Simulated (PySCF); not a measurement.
5-phenyl-1,3-thiazole (C9H7NS), SMILES c1ncsc1-c1ccccc1.

Geometry: PBE0-D3(BJ)/def2-SVP. One conformer was computed; it need not be the lowest.

The numbers are results of PySCF with PBE/def2-SVP, not measurements.

Computed frontier levels, gap, dipole moment and polarisability:
```yaml
highest_occupied_level: -5.64 eV
lowest_empty_level: -2.15 eV
orbital_gap: 3.48 eV
dipole_moment: 1.77 D
quadrupole, principal values (traceless, Buckingham form, about the centre of nuclear charge): -9.03, -3.21, 12.24 D·Å
mean_static_polarisability: 118.6 bohr³ (17.57 Å³)
polarisability_principal_values: 53.4, 116.8, 185.5 bohr³
```
